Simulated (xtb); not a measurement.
C2H4N (SMILES [CH]=NC), doublet, at a GFN2-xTB geometry, atoms displaced at random by about 0.02 Å a coordinate; GFN2-xTB with ALPB(chcl3) (xtb).

The xtb input:
```
$ xtb mol.xyz --gfn 2 --uhf 1 --opt --alpb chcl3 --json

# file mol.xyz
7

C      1.32264441    -0.15106332    -0.23709930
N      0.10002071    -0.31248688    -0.30344889
C     -1.08267884     0.26477483     0.24954231
H      1.97436900     0.55495605     0.24914407
H     -1.70382137     0.56288643    -0.52730718
H     -1.62091380    -0.48050320     0.82819320
H     -0.87321643     1.10552379     0.92240329
```

Write the output that xtb gives for this input, abridged.


```
   ID    Z sym.   atoms
    1    6 C      1, 3
    2    7 N      2
    3    1 H      4-7

           -------------------------------------------------
          |                Calculation Setup                |
           -------------------------------------------------

           -------------------------------------------------
          |                 G F N 2 - x T B                 |
           -------------------------------------------------

      * Solvation model:               ALPB
        Solvent                        chcl3
        Parameter file                 internal GFN2-xTB/ALPB
        Dielectric constant                4.8100E+00
        Reference state                gsolv [1 M gas/solution]
        Free energy shift                  3.8910E-03 Eh       2.4417E+00 kcal/mol
        Temperature                        2.9815E+02 K
        Density                            1.4900E+00 kg/L
        Solvent mass                       1.1938E+02 g/mol
        Interaction kernel             P16
        Born radius scaling (c1)           1.3274E+00
        Born radii integrator          GBOBC
        Born offset                        0.0000E+00 a0       0.0000E+00 AA
        H-bond correction              false
        Ion screening                  false
        Surface tension                    1.0000E-05 Eh       1.5569E+01 dyn/cm
        Grid points                               230 per atom

          ...................................................
          :                      SETUP                      :
          :.................................................:
          :  # basis functions                  16          :
          :  # atomic orbitals                  16          :
          :  # shells                           10          :
          :  # electrons                        17          :
          :  max. iterations                   250          :
          :  Hamiltonian                  GFN2-xTB          :
          :  restarted?                      false          :
          :  GBSA solvation                   true          :
          :  PC potential                    false          :
          :  electronic temp.          300.0000000     K    :
          :  accuracy                    1.0000000          :
          :  -> integral cutoff          0.2500000E+02      :
          :  -> integral neglect         0.1000000E-07      :
          :  -> SCF convergence          0.1000000E-05 Eh   :
          :  -> wf. convergence          0.1000000E-03 e    :
          :  Broyden damping             0.4000000          :
          :  net charge                          0          :
          :  unpaired electrons                  1          :
          ...................................................

 iter      E             dE          RMSdq      gap      omega  full diag
   1     -9.2454592 -0.924546E+01  0.459E+00    2.40       0.0  T
   2     -9.2514029 -0.594376E-02  0.342E+00    2.26       1.0  T
   3     -9.2608667 -0.946374E-02  0.182E+00    2.23       1.0  T
   4     -9.2669152 -0.604854E-02  0.311E-01    2.15       1.0  T
   5     -9.2670104 -0.951558E-04  0.940E-02    2.17       1.0  T
   6     -9.2670295 -0.191418E-04  0.193E-02    2.17       2.0  T
   7     -9.2670302 -0.683732E-06  0.467E-03    2.17       8.1  T
   8     -9.2670303 -0.757535E-07  0.169E-03    2.17      22.4  T
   9     -9.2670303 -0.105330E-07  0.155E-04    2.17     243.6  T
  10     -9.2670303  0.809131E-11  0.130E-04    2.17     289.8  T

   *** convergence criteria satisfied after 10 iterations ***

         :::::::::::::::::::::::::::::::::::::::::::::::::::::
         ::                     SUMMARY                     ::
         :::::::::::::::::::::::::::::::::::::::::::::::::::::
         :: total energy              -9.122429106884 Eh    ::
         :: total w/o Gsasa/hb        -9.118301684577 Eh    ::
         :: gradient norm              0.076173140465 Eh/a0 ::
         :: HOMO-LUMO gap              2.168002268595 eV    ::
         ::.................................................::
         :: SCC energy                -9.267030137946 Eh    ::
         :: -> isotropic ES            0.005087273315 Eh    ::
         :: -> anisotropic ES          0.002640326286 Eh    ::
         :: -> anisotropic XC          0.012201370870 Eh    ::
         :: -> dispersion             -0.002188636143 Eh    ::
         :: -> Gsolv                  -0.005565487736 Eh    ::
         ::    -> Gelec               -0.001438065429 Eh    ::
         ::    -> Gsasa               -0.008018441551 Eh    ::
         ::    -> Ghb                  0.000000000000 Eh    ::
         ::    -> Gshift               0.003891019244 Eh    ::
         :: repulsion energy           0.144601031062 Eh    ::
         :: add. restraining           0.000000000000 Eh    ::
         :: total charge               0.000000000000 e     ::
         :::::::::::::::::::::::::::::::::::::::::::::::::::::

      -----------------------------------------------------------
     |                   =====================                   |
     |                        A N C O P T                        |
     |                   =====================                   |
     |               Approximate Normal Coordinate               |
     |                Rational Function Optimizer                |
      -----------------------------------------------------------
      -----------------------------------------------------------
     |                   =====================                   |
     |                        A N C O P T                        |
     |                   =====================                   |
     |               Approximate Normal Coordinate               |
     |                Rational Function Optimizer                |
      -----------------------------------------------------------

          ...................................................
[...]
 * total energy  :    -9.1224291 Eh     change       -0.8969891E-10 Eh
 * total energy  :    -9.1252380 Eh     change       -0.2808934E-02 Eh
 * total energy  :    -9.1253901 Eh     change       -0.1520670E-03 Eh
 * total energy  :    -9.1254011 Eh     change       -0.1099959E-04 Eh
 * total energy  :    -9.1254023 Eh     change       -0.1165689E-05 Eh
   *** GEOMETRY OPTIMIZATION CONVERGED AFTER 5 ITERATIONS ***
[...]
          :  Broyden damping             0.4000000          :
          :  net charge                          0          :
          :  unpaired electrons                  1          :
          ...................................................

 iter      E             dE          RMSdq      gap      omega  full diag
   1     -9.2701700 -0.927017E+01  0.432E-05    2.29       0.0  T
   2     -9.2701700 -0.826006E-12  0.263E-05    2.29    1437.1  T
   3     -9.2701700  0.564881E-12  0.153E-05    2.29    2476.2  T

   *** convergence criteria satisfied after 3 iterations ***

         :::::::::::::::::::::::::::::::::::::::::::::::::::::
         ::                     SUMMARY                     ::
         :::::::::::::::::::::::::::::::::::::::::::::::::::::
         :: total energy              -9.125402273568 Eh    ::
         :: total w/o Gsasa/hb        -9.121274287680 Eh    ::
         :: gradient norm              0.000516432251 Eh/a0 ::
         :: HOMO-LUMO gap              2.290590752098 eV    ::
         ::.................................................::
         :: SCC energy                -9.270169833119 Eh    ::
         :: -> isotropic ES            0.004823281291 Eh    ::
         :: -> anisotropic ES          0.002469549295 Eh    ::
         :: -> anisotropic XC          0.012334623362 Eh    ::
         :: -> dispersion             -0.002194204550 Eh    ::
         :: -> Gsolv                  -0.005491829256 Eh    ::
         ::    -> Gelec               -0.001363843368 Eh    ::
         ::    -> Gsasa               -0.008019005131 Eh    ::
         ::    -> Ghb                  0.000000000000 Eh    ::
         ::    -> Gshift               0.003891019244 Eh    ::
         :: repulsion energy           0.144767559551 Eh    ::
         :: add. restraining           0.000000000000 Eh    ::
         :: total charge               0.000000000000 e     ::
         :::::::::::::::::::::::::::::::::::::::::::::::::::::

           -------------------------------------------------
          |                Property Printout                |
           -------------------------------------------------

    * Orbital Energies and Occupations

         #    Occupation            Energy/Eh            Energy/eV
      -------------------------------------------------------------
         1        2.0000           -0.6440316             -17.5250
         2        2.0000           -0.6131773             -16.6854
         3        2.0000           -0.5492865             -14.9468
         4        2.0000           -0.5173514             -14.0778
         5        2.0000           -0.5168911             -14.0653
         6        2.0000           -0.5020630             -13.6618
         7        2.0000           -0.4404817             -11.9861
         8        2.0000           -0.4166766             -11.3383
         9        1.0000           -0.3022915              -8.2258 (HOMO)
        10                         -0.2181138              -5.9352 (LUMO)
        11                          0.0995944               2.7101
        12                          0.1491983               4.0599
        13                          0.1748968               4.7592
        14                          0.2110441               5.7428
        15                          0.2312029               6.2914
        16                          0.7841505              21.3378
      -------------------------------------------------------------
                  HL-Gap            0.0841777 Eh            2.2906 eV
             Fermi-level           -0.3098434 Eh           -8.4313 eV

     #   Z          covCN         q      C6AA      α(0)
     1   6 C        1.841    -0.056    32.679     9.235
     2   7 N        1.819    -0.137    24.747     7.371
     3   6 C        3.687    -0.036    21.412     6.624
     4   1 H        0.925     0.047     2.352     2.398
     5   1 H        0.925     0.069     2.095     2.263
     6   1 H        0.925     0.069     2.092     2.262
     7   1 H        0.924     0.043     2.408     2.427

 Mol. C6AA /au·bohr⁶  :        452.282611
 Mol. C8AA /au·bohr⁸  :       9927.970374
 Mol. α(0) /au        :         32.579770

Wiberg/Mayer (AO) data.
largest (>0.10) Wiberg bond orders for each atom

 ---------------------------------------------------------------------------
     #   Z sym  total        # sym  WBO       # sym  WBO       # sym  WBO
 ---------------------------------------------------------------------------
     1   6 C    3.420 --     2 N    2.330     4 H    0.952
     2   7 N    3.366 --     1 C    2.330     3 C    0.995
     3   6 C    3.971 --     2 N    0.995     7 H    0.970     5 H    0.967
                             6 H    0.966
     4   1 H    0.991 --     1 C    0.952
     5   1 H    0.995 --     3 C    0.967
     6   1 H    0.995 --     3 C    0.966
     7   1 H    0.998 --     3 C    0.970
 ---------------------------------------------------------------------------

Topologies differ in total number of bonds
Writing topology from bond orders to xtbtopo.mol

molecular dipole:
                 x           y           z       tot (Debye)
 q only:       -0.422       0.227       0.219
   full:       -0.410       0.526       0.462       2.063
molecular quadrupole (traceless):
                xx          xy          yy          xz          yz          zz
 q only:        1.310       0.117      -0.653      -0.016      -0.095      -0.658
  q+dip:        1.734       1.548      -0.738       1.101      -0.145      -0.996
   full:        1.100       1.084      -0.554       0.830      -0.628      -0.546

optimized geometry written to: xtbopt.xyz

           -------------------------------------------------
          | TOTAL ENERGY               -9.125402273568 Eh   |
          | GRADIENT NORM               0.000516432251 Eh/α |
          | HOMO-LUMO GAP               2.290590752098 eV   |
           -------------------------------------------------

normal termination of xtb
```
